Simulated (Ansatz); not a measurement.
Z-matrix (Å, degrees):
```
C
C 1 1.4278
C 2 1.4020 1 121.49
C 3 1.3900 2 118.01 1 0.20
H 3 1.0915 4 121.09 2 -179.67
H 4 1.0926 3 119.47 5 -0.29
C 4 1.4069 6 119.15 3 179.38
H 7 1.0913 4 118.84 6 -1.13
C 7 1.3964 8 119.29 4 178.71
C 1 1.4280 2 111.08 3 179.44
C 10 1.3849 1 114.66 2 0.39
H 10 1.0902 11 121.11 1 179.67
C 9 1.4710 7 122.32 8 1.62
C 13 1.3413 9 126.31 7 20.15
H 14 1.0924 13 120.89 9 -179.16
H 14 1.0935 15 116.82 13 179.30
H 13 1.0943 14 117.92 15 1.29
B 11 1.5232 10 127.19 12 -0.45
H 18 1.2058 11 121.37 10 -179.92
H 18 1.2069 19 120.01 11 -179.94
S 2 1.7396 3 126.87 5 -0.35
```
Charge 0, multiplicity 1.

Calculation: Ansatz (a program for electronic structure) with frozen-core CCSD(T)/cc-pVDZ // B3LYP-D3(BJ)/def2-SVP. The restricted HF reference is unstable towards unrestricted orbitals.

```
Item                           Result
----------------------  -------------
HF energy               -806.14103 Ha
MP2 correlation energy    -1.51818 Ha
```

**Question.** Estimate the CCSD correlation energy, the (T) correction, the total energy and the T1 diagnostic.

**Answer.** 
```
Item                            Result
-----------------------  -------------
CCSD correlation energy    -1.58584 Ha
(T) correction             -0.07503 Ha
CCSD(T) total energy     -807.80190 Ha
T1 diagnostic                    0.013
```
